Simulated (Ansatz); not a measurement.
C₃H₆S₂Si, SMILES `C#CSS[SiH2]C`. Total charge 0; spin multiplicity 1.

```xyz
12

C     2.849    1.950   -1.231
C     1.672    1.845   -1.473
S     0.036    1.800   -1.822
S    -0.449   -0.201   -1.584
Si   -0.851   -0.129    0.533
C    -1.319   -1.855    1.062
H     3.889    2.035   -1.020
H    -1.953    0.837    0.773
H     0.374    0.346    1.224
H    -1.537   -1.867    2.133
H    -2.207   -2.203    0.531
H    -0.504   -2.557    0.873
```

**Question.** Give the diagnostics of a CCSD(T)/def2-TZVPP run (frozen core, Ansatz 0.2.0). (An estimate is asked.)

**Answer.** Ansatz gave: T1 = 0.0129, largest single amplitude 0.013, largest double 0.035, (T) share of the correlation energy 4.8 %, 10 CCSD cycles. The RHF solution is stable towards an unrestricted one. T1 lies under the customary mark of 0.02 for closed shells.
